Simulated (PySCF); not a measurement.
Fluorine: a sound run and one with changed settings

Sound run: F²⁺ [He] 2s2 2p3, F³⁺ [He] 2s2 2p2. All numbers are calculated (PySCF 2.14, scalar relativity by spin-free X2C-1e, in cc-pVDZ-DK). In the sound run the correlated levels freeze 1s2. The sound run starts from symmetry-adapted Hartree-Fock orbitals and uses a fine grid where one is needed.

Changed run: all electrons correlated in a basis built for the valence shell.

| species | method | sound run (hartree) | changed run (hartree) | converged |
| --- | --- | --- | --- | --- |
| F²⁺ | MP2 | -97.72885 | -97.73044 | yes |
| F²⁺ | CCSD(T) | -97.74285 | -97.74431 | yes |
| F³⁺ | MP2 | -95.43158 | -95.43318 | yes |
| F³⁺ | CCSD(T) | -95.45489 | -95.45629 | yes |

Ionisation energy of F²⁺:

```json
{"method": "UHF", "sound run (eV)": "62.220", "changed run (eV)": "62.220"}
{"method": "MP2", "sound run (eV)": "62.512", "changed run (eV)": "62.512"}
{"method": "SCS-MP2", "sound run (eV)": "62.331", "changed run (eV)": "62.329"}
{"method": "CCSD", "sound run (eV)": "62.262", "changed run (eV)": "62.264"}
{"method": "CCSD(T)", "sound run (eV)": "62.258", "changed run (eV)": "62.260"}
```

A valence basis has no tight correlating functions, so it recovers only part of the core correlation, and not evenly between atom and ion.

For comparison, NIST gives 62.708 eV between the lowest levels.
